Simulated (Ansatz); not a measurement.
Reactions of C₃H₅FGe, SMILES `FC#C[CH2][GeH3]`.

Program: Ansatz. Geometries: PBE0-D4/def2-TZVP. ΔE: electronic, gas phase. CCSD(T)/CBS adds triple-zeta CCSD(T) − MP2 to the extrapolated MP2 energy (def2 sets, frozen cores). This one scheme is used for every species, atoms too. Functionals use def2-TZVPP. Open shells (•) are unrestricted, without spin–orbit coupling. Spin–orbit coupling would lower the free atoms: a little for C, F; clearly for Ge. Bonds to Ge, Se are less sure, by a few kJ/mol each and by 10 to 20 or more in all where they break to atoms, as the def2 sets lack core-valence functions. Scalar relativity is left out up to krypton. Each species was taken in one conformer, which may not be the lowest.

```tsv
reaction	ωB97X-V (kcal/mol)
`FC#C[CH2][GeH3]` + `CCl` → `FC#CCCCl` + GeH₄	4.0
`FC#C[CH2][GeH3]` + `[SiH3]S` → `[SiH3]S[CH2][GeH3]` + `C#CF`	8.2
`FC#C[CH2][GeH3]` + H–F → `FC#CF` + `[CH3][GeH3]`	29.6
`FC#C[CH2][GeH3]` → `[CH2]` (triplet) + `FC#[C][GeH3]`	102.0
`FC#C[CH2][GeH3]` → 3 C• + F• + Ge• + 5 H•	877.3
`FC#C[CH2][GeH3]` + H₂S → `S[CH2][GeH3]` + `C#CF`	8.2
`FC#C[CH2][GeH3]` + H₂O → `OCC#CF` + GeH₄	17.2
`FC#C[CH2][GeH3]` + H₂Se → `FC#C[SeH]` + `[CH3][GeH3]`	4.6
```

(1) Give the CCSD(T)/CBS values in the same order. (An estimate is asked.)

Largest T1 diagnostic: 0.013, for `C#CF`.

Results:

(1) The calculation gave: 4.9, 6.9, 34.1, 99.4, 875.4, 7.4, 20.8, 4.9 kcal/mol.
